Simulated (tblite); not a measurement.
Species: C7H17B.
Numbering: `[BH2:1][C:2]([CH2:3][CH3:4])([CH2:5][CH3:6])[CH2:7][CH3:8]` (hydrogens: H9, H10 on B1; H11, H12 on C3; H13, H14, H15 on C4; H16, H17 on C5; H18, H19, H20 on C6; H21, H22 on C7; H23, H24, H25 on C8)

Computed with GFN2-xTB (tblite), gas phase: L-BFGS steps from a force-field or distance-geometry start until the largest atomic force falls under 0.01 eV/Å.

Step 25: E = -676.9783 eV
```
atom  x, y, z in Å  |  force x, y, z in eV/Å
B1      0.8281    1.5558   -0.7750   -0.015  -0.030   0.013
C2      0.1785    0.3725    0.0672   -0.041  -0.044   0.035
C3      1.2006   -0.0948    1.1342    0.035  -0.007   0.006
C4      2.4572   -0.7377    0.5584    0.012  -0.004  -0.018
C5     -1.0215    0.9351    0.8705   -0.044   0.025  -0.001
C6     -2.1853    1.4116    0.0081   -0.005   0.016  -0.018
C7     -0.2570   -0.7980   -0.8397   -0.017  -0.040   0.012
C8     -0.8944   -1.9956   -0.1374    0.005   0.008   0.009
H9      0.9447    1.4956   -1.9359   -0.007  -0.021  -0.023
H10     1.2011    2.5141   -0.2197    0.001   0.008   0.024
H11     0.7222   -0.7993    1.8194   -0.008   0.005  -0.024
H12     1.4914    0.7774    1.7228    0.021   0.003   0.022
H13     3.1809   -0.9267    1.3498   -0.013   0.016   0.008
H14     2.9170   -0.0847   -0.1809    0.001   0.004   0.001
H15     2.2274   -1.6892    0.0862    0.022   0.002  -0.023
H16    -0.6598    1.7758    1.4658   -0.017   0.019   0.017
H17    -1.3849    0.1790    1.5712    0.019  -0.007  -0.024
H18    -2.6690    0.5768   -0.4935    0.003   0.034  -0.011
H19    -2.9336    1.9087    0.6245    0.027  -0.018   0.005
H20    -1.8382    2.1168   -0.7448    0.001  -0.004  -0.007
H21    -0.9627   -0.4137   -1.5783    0.018  -0.003  -0.004
H22     0.6182   -1.1440   -1.3921   -0.012   0.000  -0.013
H23    -1.8009   -1.7063    0.3892    0.024  -0.023   0.006
H24    -0.2070   -2.4489    0.5732   -0.032   0.010  -0.003
H25    -1.1638   -2.7562   -0.8705    0.023   0.053   0.010
```

Step 26: E = -676.9791 eV
```
atom  x, y, z in Å  |  force x, y, z in eV/Å
B1      0.8282    1.5547   -0.7723   -0.029  -0.036   0.016
C2      0.1779    0.3704    0.0675   -0.060  -0.052   0.041
C3      1.2012   -0.0970    1.1334    0.021  -0.012   0.004
C4      2.4591   -0.7350    0.5545    0.011   0.010  -0.015
C5     -1.0232    0.9333    0.8695   -0.042   0.024   0.000
C6     -2.1831    1.4153    0.0044   -0.003   0.012  -0.015
C7     -0.2589   -0.8009   -0.8385   -0.008  -0.034   0.013
C8     -0.8959   -1.9975   -0.1322    0.017   0.028  -0.005
H9      0.9444    1.4971   -1.9328   -0.002  -0.020  -0.035
H10     1.1988    2.5115   -0.2137    0.008   0.017   0.023
H11     0.7259   -0.8054    1.8161   -0.018   0.001  -0.017
H12     1.4875    0.7747    1.7257    0.033  -0.009   0.010
H13     3.1829   -0.9249    1.3451   -0.004   0.007   0.018
H14     2.9175   -0.0768   -0.1805    0.005   0.009  -0.012
H15     2.2332   -1.6849    0.0766    0.015   0.013  -0.012
H16    -0.6606    1.7711    1.4682   -0.021   0.026   0.014
H17    -1.3914    0.1773    1.5682    0.027  -0.010  -0.032
H18    -2.6677    0.5844   -0.5026    0.010   0.022  -0.011
H19    -2.9333    1.9104    0.6198    0.028  -0.007   0.011
H20    -1.8319    2.1224   -0.7447    0.001   0.000  -0.004
H21    -0.9637   -0.4168   -1.5785    0.015  -0.012   0.014
H22     0.6164   -1.1459   -1.3913   -0.012  -0.015  -0.009
H23    -1.8014   -1.7049    0.3948    0.030  -0.035  -0.004
H24    -0.2074   -2.4486    0.5794   -0.040   0.015  -0.015
H25    -1.1653   -2.7601   -0.8633    0.019   0.059   0.018
```

Q: Estimate the geometry and energy of step 27. (The exact step hangs on the optimiser's Hessian estimate; all steps are aligned on step 26, rigid shifts and turns removed.)

A: E = -676.9799 eV, largest force 0.073 eV/Å
```
atom  x, y, z in Å  |  force x, y, z in eV/Å
B1      0.8278    1.5528   -0.7690   -0.038  -0.031   0.012
C2      0.1763    0.3672    0.0684   -0.054  -0.036   0.033
C3      1.2021   -0.0996    1.1326   -0.003  -0.014   0.000
C4      2.4615   -0.7316    0.5498    0.007   0.024  -0.007
C5     -1.0257    0.9316    0.8685   -0.023   0.015   0.003
C6     -2.1806    1.4198   -0.0001    0.001   0.007  -0.007
C7     -0.2611   -0.8046   -0.8368    0.007  -0.011   0.012
C8     -0.8973   -1.9991   -0.1263    0.023   0.038  -0.015
H9      0.9440    1.4983   -1.9298    0.001  -0.019  -0.029
H10     1.1961    2.5087   -0.2062    0.009   0.008   0.012
H11     0.7298   -0.8126    1.8120   -0.025  -0.007  -0.004
H12     1.4836    0.7713    1.7293    0.042  -0.024  -0.006
H13     3.1850   -0.9226    1.3399    0.005  -0.002   0.023
H14     2.9182   -0.0674   -0.1804    0.009   0.015  -0.022
H15     2.2402   -1.6796    0.0653    0.007   0.024   0.001
H16    -0.6620    1.7661    1.4713   -0.026   0.028   0.007
H17    -1.3984    0.1752    1.5641    0.024  -0.014  -0.031
H18    -2.6659    0.5936   -0.5135    0.015   0.005  -0.013
H19    -2.9325    1.9122    0.6146    0.021   0.010   0.017
H20    -1.8246    2.1290   -0.7447    0.003   0.008  -0.002
H21    -0.9646   -0.4207   -1.5786    0.005  -0.019   0.031
H22     0.6140   -1.1484   -1.3906   -0.009  -0.030  -0.001
H23    -1.8015   -1.7040    0.4013    0.023  -0.039  -0.010
H24    -0.2086   -2.4480    0.5864   -0.034   0.015  -0.018
H25    -1.1669   -2.7636   -0.8548    0.010   0.049   0.013
```

The energy changes by -0.0009 eV. The first-order estimate −F·Δx gives -0.0012 eV and the mean of the old and new forces, exact on a quadratic surface, -0.0008 eV. The step makes an angle of 80° with the force vector and moves no atom by more than 0.014 Å.

What follows is the cost of the whole relaxation. Hardware: one thread of an Arm Neoverse N1, no GPU, shared host. Cost: 0.89 s.
